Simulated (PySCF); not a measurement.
Predicted microwave data (PBE0-D3(BJ)/def2-SVP geometry optimisation, gas phase (PySCF 2.14.0)) for one isomer of C10H7Br:

```
Rotational constants : A = 1406, B = 612.9, C = 426.9 MHz
Dipole components    : |μa| = 1.45 D, |μb| = 0.55 D, |μc| = 0.00 D
Inertial defect      : 0.00 u·Å²
κ                    : -0.62
```

Task: Which structure is it? (One computed conformer of each.)
A. `Brc1cccc2ccccc12`
B. `Brc1ccc2-c1ccccc2`

Result: A. It is Brc1cccc2ccccc12, an asymmetric top, point group Cs. The candidates at the same level (rigid rotor, commonest isotopes):

```csv
SMILES,A (MHz),B (MHz),C (MHz),μa (D),μb (D),μc (D),Δ (u·Å²),point group,rotor
Brc1ccc2cccccc1-2,1748,501.7,389.8,2.44,0.16,0.00,0.00,Cs,asymmetric top
Brc1cccc2ccccc12,1406,612.9,426.9,1.45,0.55,0.00,0.00,Cs,asymmetric top
```

`Brc1ccc2cccccc1-2` has A 24 % too high. In the right answer the mirror of this Cs structure is the ab plane, so μc vanishes by symmetry. No structure here is proved a minimum.
